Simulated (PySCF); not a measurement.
Match each property card to its molecule.

Structures:
1. `C#CP(C)C(C)=O`
2. `C[SiH](C)[SiH2]P`
3. `ClCC/C=C\C(F)(F)F`
4. `NCC[SiH2]F`

Card P (geometry GFN2-xTB):
* Rotational constants A, B, C: 2.779, 1.998, 1.356 GHz
* Static isotropic polarisability (PBE0/def2-SVPD): 87.4 au
* HOMO energy (PBE0/def2-SVPD): -6.74 eV
* Lowest singlet excitation (TDDFT PBE0/def2-SVPD): 3.90 eV (318 nm, f = 0.006)
* Dipole moment (PBE0/def2-SVPD): 2.01 D

Card Q (geometry GFN2-xTB):
* Rotational constants A, B, C: 6.055, 2.554, 1.999 GHz
* Static isotropic polarisability (PBE0/def2-SVPD): 59.5 au
* Dipole moment (PBE0/def2-SVPD): 2.07 D
* Lowest singlet excitation (TDDFT PBE0/def2-SVPD): 6.00 eV (207 nm, f = 0.004)
* Lowest triplet excitation (Tamm–Dancoff) (TDA PBE0/def2-SVPD): 5.84 eV
* HOMO energy (PBE0/def2-SVPD): -6.97 eV
* Isotropic shieldings of nuclei other than C and H, by class (GIAO PBE0/pcSseg-1): 217 (1 N), 397 (1 F), 332 (1 Si) ppm

Card R (geometry GFN2-xTB):
* Rotational constants A, B, C: 3.954, 1.040, 0.941 GHz
* Static isotropic polarisability (PBE0/def2-SVPD): 111.8 au
* 13C chemical shifts (computed TMS as zero) by class (GIAO PBE0/pcSseg-1): -3.2 (2 C) ppm
* Lowest triplet excitation (Tamm–Dancoff) (TDA PBE0/def2-SVPD): 5.03 eV
* Isotropic shieldings of nuclei other than C and H, by class (GIAO PBE0/pcSseg-1): 386 (1 Si), 441 (1 Si), 622 (1 P) ppm
* Lowest singlet excitation (TDDFT PBE0/def2-SVPD): 5.84 eV (212 nm, f = 0.134)
* Dipole moment (PBE0/def2-SVPD): 1.72 D

Card S (geometry GFN2-xTB):
- Rotational constants A, B, C: 3.304, 0.591, 0.585 GHz
- Static isotropic polarisability (PBE0/def2-SVPD): 76.7 au
- HOMO energy (PBE0/def2-SVPD): -8.45 eV
- Lowest triplet excitation (Tamm–Dancoff) (TDA PBE0/def2-SVPD): 4.21 eV
- Lowest singlet excitation (TDDFT PBE0/def2-SVPD): 6.58 eV (188 nm, f = 0.009)
- Strongest line among the 8 lowest singlet transitions (TDDFT PBE0/def2-SVPD): S3 at 7.31 eV (170 nm, f = 0.373)

Species are written as SMILES; each is one conformer at its optimised geometry, gas phase, non-relativistic unless stated; the electronic structure was computed with PySCF and density fitting. NMR classes are plain means over equivalent atoms (diastereotopic ones count apart unless rotation or inversion swaps them), as if these changed places fast.

**Question.** Which card belongs to which structure?

**Answer.** P = 1, Q = 4, R = 2, S = 3. What ties each card to its structure:
- 1 (card P), C5H7OP, monoisotopic mass 114.0 u, 7 heavy atoms: an asymmetric top with C = 1.356 GHz; polarisability 87.4 au for 60 electrons; dipole 2.01 D.
- 2 (card R), C2H11PSi2, monoisotopic mass 122.0 u, 5 heavy atoms: 2 C in 1 class; an asymmetric top with C = 0.941 GHz; polarisability 111.8 au for 66 electrons, the largest shown; dipole 1.72 D.
- 3 (card S), C5H6ClF3, monoisotopic mass 158.0 u, 9 heavy atoms: an asymmetric top with C = 0.585 GHz, the lowest such constant on the cards; polarisability 76.7 au for 80 electrons.
- 4 (card Q), C2H8FNSi, monoisotopic mass 93.0 u, 5 heavy atoms: an asymmetric top with C = 1.999 GHz, the highest such constant on the cards; polarisability 59.5 au for 50 electrons, the smallest shown; dipole 2.07 D.
